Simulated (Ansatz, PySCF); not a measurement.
CuH, SMILES [CuH] (connectivity only; charge and spin as stated), neutral, multiplicity 1. Atoms are numbered in the order given.

```xyz
2

Cu     0.0000     0.0000    -0.0781
H      0.0000     0.0000     1.4073
```
Charge 0, spin multiplicity 1.

Geometry: PBE0-D3(BJ)/def2-TZVPD. The multiplicity is an assumed one; other spin states were not compared.

Two levels are set side by side: PBE-D3(BJ)/def2-TZVPD (Ansatz, a first-principles code) and PBE0-D3(BJ)/def2-TZVPD (Ansatz). Each level has its own optimised geometry; the coordinates shown are those of the second. Frequencies come from the Hessian of PySCF at each geometry. Differences are taken from unrounded values.

```
quantity                            PBE0-D3(BJ)
----------------------------------  -----------
bond Cu1–H2 (Å)                           1.485
highest harmonic wavenumber (cm⁻¹)         1865
mean harmonic wavenumber (cm⁻¹)            1865
zero-point energy (kcal/mol)               2.67
```

Problem. What does PBE-D3(BJ) give, and how far is it from PBE0-D3(BJ)? (An estimate is asked for; the answer gives what the named calculation found.)

Solution. 
```tsv
quantity	PBE-D3(BJ)	PBE-D3(BJ) minus PBE0-D3(BJ)
bond Cu1–H2 (Å)	1.477	-0.008
highest harmonic wavenumber (cm⁻¹)	1898	34
mean harmonic wavenumber (cm⁻¹)	1898	34
zero-point energy (kcal/mol)	2.71	0.05
```

On these quantities the two levels nearly agree.
